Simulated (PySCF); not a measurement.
CH4GeSi, GeH4OSi, GeH6Si2 (calculated)

All values are calculated (PySCF 2.14.0). Calculation on a computer-drawn molecule: the log of a Hartree-Fock and frozen-core CCSD(T) single point meant for a local Hartree-Fock minimum, with one planted fault or none, to be diagnosed. Offsets are logged minus clean, where the clean run is the same molecule without the fault. The reference is restricted for singlets and unrestricted otherwise, and also for a bond in bohr or an excited solution. Adding or removing an electron swaps singlet and doublet. The excited solution moves the top pair (singlet) or top alpha electron (doublet) to the lowest empty orbital. Highest occupied and lowest empty are orbital energies over both spins, largest force is the largest gradient component, triples share is (T) over the correlation energy, the T1 limit is 0.02 restricted and 0.045 unrestricted, electrons count all cores, a negative frequency is imaginary (commonest isotopes), and the dipole is about the centre of nuclear charge; on germanium a core potential holds 10 electrons, which the energies leave out, and 3d is frozen in MP2 and coupled-cluster steps.

Common to all runs: meant charge 0; meant multiplicity 1; meant basis cc-pV(D+d)Z; meant basis and core potential on germanium cc-pVDZ-PP ECP10MDF; logged SCF converged yes; possible faults no fault, one electron removed, one electron added, multiplicity raised by two, geometry at a saddle point, SCF held on an excited solution, minimal basis STO-3G, one bond length entered in bohr, all coordinates scaled.

(1) CH4GeSi

Logged structure:
```xyz
7
CH4GeSi
Si    -1.3387    -1.4937     1.8953
C     -0.2590    -1.0607     0.4663
Ge    -0.7890    -1.2005    -1.2320
H     -2.5558    -1.9084     1.0736
H      0.7536    -0.6999     0.6294
H     -2.1710    -1.6878    -1.6278
H      0.0723    -0.8523    -2.4463
```

- logged electrons: 55
- logged basis functions: 80
- logged spin squared: 0.778
- logged highest occupied: -14.428 eV
- logged lowest empty: -5.6896 eV
- logged largest force: 0.076399 hartree/bohr
- logged T1 diagnostic: 0.020006
- logged D1 diagnostic: 0.062574
- logged triples share: 0.040214
- logged CC converged: yes
- logged dipole magnitude: 3.1565 debye
- logged SCF stable within its kind: yes
- logged energy HF: -622.14896 hartree
- logged energy CCSD(T): -622.48992 hartree

Drawn bonds:
```csv
atom,other atom,order
1,2,1
2,3,2
1,4,1
2,5,1
3,6,1
3,7,1
```

(2) GeH4OSi

Logged structure:
```xyz
7
GeH4OSi
Si     0.9896    -1.4792     1.8946
O      0.7736     0.1478     1.8384
Ge     0.1288     1.4038     0.7450
H      1.6288    -1.5613     3.2788
H     -0.3724     0.7283    -0.5316
H      1.2760     2.3644     0.4511
H     -1.0077     2.0961     1.4897
```

- logged electrons: 58
- logged basis functions: 80
- logged spin squared: 0
- logged highest occupied: -8.5173 eV
- logged lowest empty: 1.5025 eV
- logged largest force: 1.092e-05 hartree/bohr
- logged lowest frequency: 66.426 cm⁻¹
- logged T1 diagnostic: 0.016517
- logged D1 diagnostic: 0.049953
- logged triples share: 0.025109
- logged CC converged: yes
- logged dipole magnitude: 1.7328 debye
- logged SCF stable within its kind: yes
- logged energy HF: -659.50462 hartree
- logged energy CCSD(T): -659.9232 hartree

Drawn bonds:
```csv
atom,other atom,order
1,2,1
2,3,1
1,4,1
3,5,1
3,6,1
3,7,1
```

(3) GeH6Si2

Logged structure:
```xyz
9
GeH6Si2
Si    -0.4852     2.1082     0.2209
Si     0.1688    -0.0378    -0.6592
Ge     2.0656    -0.8853     0.5791
H     -0.9962     1.4764     1.5004
H     -0.9319    -1.0313    -0.5433
H      0.5608     0.0399    -2.0901
H      3.2063     0.1424     0.5948
H      2.5942    -2.1770    -0.0551
H      1.6714    -1.1772     2.0320
```

* logged electrons: 66
* logged basis functions: 99
* logged spin squared: 0
* logged highest occupied: -6.2754 eV
* logged lowest empty: -2.2679 eV
* logged largest force: 0.05799 hartree/bohr
* logged dipole magnitude: 0.79607 debye
* logged SCF stable within its kind: no
* logged energy HF: -874.50325 hartree

Drawn bonds:
```csv
atom,other atom,order
1,2,1
2,3,1
1,4,1
2,5,1
2,6,1
3,7,1
3,8,1
3,9,1
```

Notes: coupled-cluster numbers left out as unreliable.

Q: Which fault was planted in the run of CH4GeSi (entry 1)?
A: one electron removed

Q: GeH4OSi (entry 2): planted fault?
A: no fault

Q: GeH6Si2 (entry 3): planted fault?
A: SCF held on an excited solution

Further results for CH4GeSi (entry 1):

* HF energy offset from clean run: 158.2 kcal/mol
* CCSD(T) energy offset from clean run: 178.8 kcal/mol

Further results for GeH4OSi (entry 2):

* HF energy offset from clean run: 0 kcal/mol
* CCSD(T) energy offset from clean run: 0 kcal/mol

Further results for GeH6Si2 (entry 3):

- HF energy offset from clean run: 105.1 kcal/mol
